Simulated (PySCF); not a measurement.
AlFBr₂, SMILES [Br][Al]([F])[Br]. Heavy atoms are numbered as in [Al:1]([F:2])([Br:3])[Br:4].

Geometry: B3LYP-D3(BJ)/def2-SVP. The structure was generated by enumeration; whether it is a known compound was not checked.

The numbers are results of PBE/pcSseg-1 run with PySCF, not measurements.

GIAO shieldings, no solvent; atoms alike by connectivity are averaged. δ = σ(ref) − σ: ¹⁹F against CFCl3 (σ = 133.6 ppm), references at their B3LYP-D3(BJ)/def2-TZVP geometries, non-relativistic (without spin–orbit terms, shifts of atoms bonded to Cl or Br come out too high).

Computed chemical shifts:
| nucleus | atoms | count | δ (ppm) |
|---|---|---|---|
| ¹⁹F | F2 | 1 | -138.1 |
